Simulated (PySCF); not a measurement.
**Unknowns**

- coordinates at the GFN2-xTB level
- J: B3LYP/pcJ-1 (spin–dipole term left out of most H,H and C,H couplings)
- GIAO PBE0/pcSseg-1 shieldings
- program: PySCF
- non-relativistic, in vacuum, one computed conformer, fast rotation and ring inversion assumed for equivalent nuclei

Referencing at the same level of theory: TMS for ¹H (σ = 31.72 ppm), ¹³C (σ = 186.93 ppm). Multiplet labels drop J under 1 Hz and among equivalent protons, and merge close values. Unscaled 3J(H,H) run several per cent high. Splittings of carbon signals by F and P are missing where no couplings were computed. Where no couplings were computed, multiplicities follow the n + 1 count of equivalent neighbours, and m marks all less simple cases (inequivalent or close neighbours, rings, F or P nearby). Shifts are as computed. Against solution values, carbons near 30 ppm lie about +3 ppm off and those near 130 ppm about +5 ppm. Of 1211 compounds with measured shifts, 218 miss one by over three times the rms of a fit or turn the order of signals round; such compounds aren't used in these exercises.

Q: C5H5NO. ¹H NMR (500 MHz, computed): δ 8.90 (s, 1H), 7.27 (m, 2H), 6.64 (m, 2H). ¹³C{¹H} NMR (computed): δ 162.1, 123.1, 120.5. Identify the compound.

A: SMILES O=Cn1cccc1. The formula gives 4 degrees of unsaturation (1 ring in the answer). 3 carbon signals for 5 carbons: some carbons are equivalent by symmetry or fast rotation. Carbon types of the structure: 5 × CH, which accounts for all hydrogens. δC 162.1: amide carbonyl carbon; it is a carbonyl in resonance with an O or N lone pair, the region of acids, esters and amides. δC 123.1: aromatic CH next to a ring nitrogen. δC 120.5: aromatic CH. δH 8.90: hydrogen on an amide carbonyl carbon.

The data come from this structure; uniqueness wasn't tested.

Q: C5H5F3O3. ¹H NMR (600 MHz, computed): δ 5.91 (br s, 1H), 4.75 (br s, 1H), 2.33 (s, 3H). ¹³C{¹H} NMR (computed): δ 171.7 (C), 159.1 (C), 128.6 (C), 85.4 (CH2), 24.0 (CH3). What is it?

A: `C=C(OC(C)=O)OC(F)(F)F`. The formula gives 2 degrees of unsaturation (no ring in the answer). 5 carbon signals for 5 carbons: no two carbons are equivalent. Carbon types of the structure: 3 × C, 1 × CH2, 1 × CH3, which accounts for all hydrogens. δC 171.7: ester carbonyl carbon; lone-pair donation from the attached heteroatom keeps it upfield of a ketone carbonyl. δC 159.1: alkene carbon bearing oxygen; an sp2 carbon further deshielded by the attached heteroatom. δC 128.6: CF3 carbon; 4 electronegative neighbours deshield it. δC 85.4: β carbon of an enol-ether or enamine type C=C; the O or N lone pair pushes π density onto this β carbon and shields it.

The data come from this structure; uniqueness wasn't tested.
